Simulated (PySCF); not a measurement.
Mo³⁺ (molybdenum, charge +3) across methods

[Kr] 4d3, high-spin 4F determinant. All numbers are calculated (PySCF 2.14, scalar relativity through the core potential, in aug-cc-pwCVDZ-PP with ECP28MDF (6s6p5d3f, 70 functions)).

| method | E (hartree) | mean ε 4p α (eV) | mean ε 4p β (eV) | mean ε 4d α (eV) | Σ⟨r²⟩ (bohr²) | ⟨S²⟩ |
| --- | --- | --- | --- | --- | --- | --- |
| LDA | -65.8128 | -70.926 | -68.597 | -33.929 | 22.24 | 3.750 |
| BP86 | -66.0661 | -71.003 | -68.772 | -34.053 | 22.04 | 3.751 |
| CAM-B3LYP | -65.9754 | -75.606 | -72.456 | -37.197 | 22.06 | 3.751 |
| PBE0 | -66.0121 | -74.210 | -70.972 | -35.803 | 22.01 | 3.751 |
| PBEsol | -65.8929 | -70.853 | -68.501 | -33.911 | 22.14 | 3.750 |
| UHF | -65.60268 | -82.935 | -76.599 | -40.398 | 21.94 | 3.754 |
| PBE | -66.0116 | -70.980 | -68.634 | -34.026 | 22.09 | 3.751 |
| TPSSh | -66.0091 | -72.521 | -69.687 | -34.737 | 22.00 | 3.751 |
| r2SCAN | -66.0511 | -72.282 | -69.322 | -34.420 | 21.93 | 3.752 |

Energies and moments cover only the electrons outside the core potential.
